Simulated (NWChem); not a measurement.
System: C₂H₃FO₂Si; SMILES C=C1O[SiH](F)O1

```xyz
9

C     -0.3619    -2.4800     0.0000
C     -0.0671    -1.1761     0.0000
O      0.1272    -0.3423     1.1049
Si     0.4296     0.9192     0.0000
F     -0.6681     2.1071     0.0000
O      0.1272    -0.3423    -1.1049
H     -0.4821    -3.0073     0.9534
H     -0.4821    -3.0073    -0.9534
H      1.7650     1.5618     0.0000
```
Atoms are numbered in this order, from 1.

Level: PBE-D3(BJ)/def2-SVP (NWChem), optimised geometry, unscaled harmonic frequencies. 

```
frequency (cm⁻¹)  IR intensity (km/mol)
----------------  ---------------------
112                                 0.5
209                                 3.8
326                                29.2
368                                 4.4
585                                47.7
644                                 6.7
656                                13.4
670                                 1.7
738                                15.3
739                                64.5
826                                50.4
854                                70.4
885                                44.2
893                               182.2
990                               252.8
1182                              161.0
1330                                2.0
1741                              320.8
2285                               84.8
3131                                8.2
3244                                0.5
```

The zero-point energy comes out as 32.0 kcal/mol, the thermal correction to the enthalpy at 298.15 K (with zero-point energy) is 36.3 kcal/mol and the heat capacity Cv is 21.2 cal/(mol K). The entropy at 298.15 K and 1 atm (symmetry number 1) comes out as 77.1 cal/(mol K) and the dipole moment is 1.56 D.

Rigid rotor and harmonic oscillator.
